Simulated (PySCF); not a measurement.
A TDDFT job was run through a driver script with this input:

```
{"job": {"kind": "uv", "xc": "PBE0", "basis": "def2-SVPD", "nstates": 6, "ntriplets": 2}, "charge": 0, "multiplicity": 1}
C     -2.467605     0.189336     0.062409
N     -1.080824    -0.175119     0.003838
C     -0.603735    -1.451892    -0.006273
C      0.758958    -1.410987    -0.028390
C      1.138895    -0.043297    -0.027873
C      2.495540     0.457316    -0.047630
N      2.902874     1.653801    -0.049230
C     -0.039140     0.682849    -0.005530
H     -2.588902     1.221374    -0.263256
H     -3.053005    -0.459096    -0.590241
H     -2.853417     0.096433     1.081823
H     -1.272926    -2.289754     0.001062
H      1.426070    -2.249473    -0.045959
H      3.270150    -0.306590    -0.062511
H      2.157483     2.349747    -0.034842
H     -0.198015     1.744296     0.001193
```

Computed, not measured: PySCF 2.14.0, density-fitted response routines, TDDFT PBE0/def2-SVPD, vertical, gas phase, core orbitals frozen in the response. Job line and output are in the format of a driver script around the code.

(1) What does the script print for it?

Results:

(1) 
```
coarse grid: 13600 points
cycle   1  E = -342.1897927695  dE =  1.436e+00  |g| = 4.872e-01  |ddm| = 8.345e+00
cycle   2  E = -342.1051015837  dE =  8.469e-02  |g| = 7.813e-01  |ddm| = 5.284e+00
cycle   3  E = -342.2523733079  dE = -1.473e-01  |g| = 1.094e-01  |ddm| = 3.803e+00
cycle   4  E = -342.2551628144  dE = -2.790e-03  |g| = 3.898e-02  |ddm| = 2.633e-01
cycle   5  E = -342.2555296785  dE = -3.669e-04  |g| = 1.056e-02  |ddm| = 1.325e-01
cycle   6  E = -342.2555534574  dE = -2.378e-05  |g| = 3.997e-03  |ddm| = 3.195e-02
cycle   7  E = -342.2555568434  dE = -3.386e-06  |g| = 1.560e-03  |ddm| = 1.227e-02
final grid: 132208 points
cycle   8  E = -342.2971519905  dE = -4.213e-05  |g| = 8.234e-03  |ddm| = 2.458e-01
cycle   9  E = -342.2971400786  dE =  1.191e-05  |g| = 1.118e-02  |ddm| = 6.227e-02
cycle  10  E = -342.2971679785  dE = -2.790e-05  |g| = 2.330e-03  |ddm| = 3.271e-02
cycle  11  E = -342.2971693162  dE = -1.338e-06  |g| = 3.039e-04  |ddm| = 5.409e-03
cycle  12  E = -342.2971693354  dE = -1.918e-08  |g| = 1.297e-04  |ddm| = 1.010e-03
cycle  13  E = -342.2971693388  dE = -3.439e-09  |g| = 3.296e-05  |ddm| = 3.513e-04
cycle  14  E = -342.2971693390  dE = -1.626e-10  |g| = 1.763e-05  |ddm| = 1.212e-04
converged SCF energy = -342.2971693390

Static polarisability (au): isotropic 86.360, principal 53.171 88.169 117.740

Singlet excitations
state   eV       nm        f      main configurations
  1   4.7588    260.5   0.00272   H-2->L 0.96
  2   5.0711    244.5   0.08421   H->L 0.91
  3   5.5733    222.5   0.17744   H-1->L 0.80, H->L+2 0.12
  4   5.8411    212.3   0.00005   H->L+1 0.97
  5   6.4904    191.0   0.37573   H->L+2 0.81, H-1->L 0.12
  6   6.5095    190.5   0.01317   H-1->L+1 0.90

Triplet excitations (Tamm-Dancoff, eV): 3.5337 4.0436
```

Isolated species at its GFN2-xTB geometry (one conformer only).

The SCF starts on a coarse grid; the energy jumps when the final grid takes over, and dE counts afresh there. H and L stand for HOMO and LUMO.

Shape of the structure used: `[H]/[N:7]=[CH:6]\[c:5]1[cH:4][cH:3][n:2]([CH3:1])[cH:8]1`: C4–C5–C6–N7 180°.
